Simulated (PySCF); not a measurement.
# Fractional electron number in Tc (technetium, neutral)

The 5s beta orbital of [Kr] 4d5 5s2 is emptied in steps (occupation f), with all orbitals relaxed, ending at [Kr] 4d5 5s1. Calculation: PySCF 2.14, in def2-TZVPPD with the def2 core potential (28 electrons) (6s4p3d2f1g, 56 functions); scalar relativity through the core potential. The exact energy is a straight line in f; departures are measured from the line between the end points of the same method.

| f | PBE0 (eV) | r2SCAN (eV) | LC-wPBE (eV) |
| --- | --- | --- | --- |
| 1 | 0.000 | 0.000 | 0.000 |
| 0.75 | -0.356 | -0.399 | 0.017 |
| 0.5 | -0.474 | -0.501 | 0.019 |
| 0.25 | -0.351 | -0.333 | 0.010 |
| 0 | 0.000 | 0.000 | 0.000 |

Task: For PBE0, how does the orbital energy at f = 1 compare with the removal energy?

Result: −ε = 4.839 eV against a total-energy difference of 6.739 eV. By Janak's theorem ε = ∂E/∂f, so the gap between them reflects the curvature. Along the path −ε is 5.790 (f = 0.75), 6.747 (f = 0.5), 7.713 (f = 0.25) eV.

| method | E(f=0) − E(f=1) (eV) | −ε at f=1 (eV) | −ε at f=0.5 (eV) |
| --- | --- | --- | --- |
| PBE0 | 6.739 | 4.839 | 6.747 |
| r2SCAN | 6.588 | 4.372 | 6.742 |
| LC-wPBE | 6.555 | 6.658 | 6.534 |

As f goes to zero the orbital energy of a semilocal functional can turn back, because the density of that orbital vanishes from the exchange-correlation potential.

Reference removal energy between the ground levels: 7.119 eV (measured; NIST Atomic Spectra Database, ionization energies).
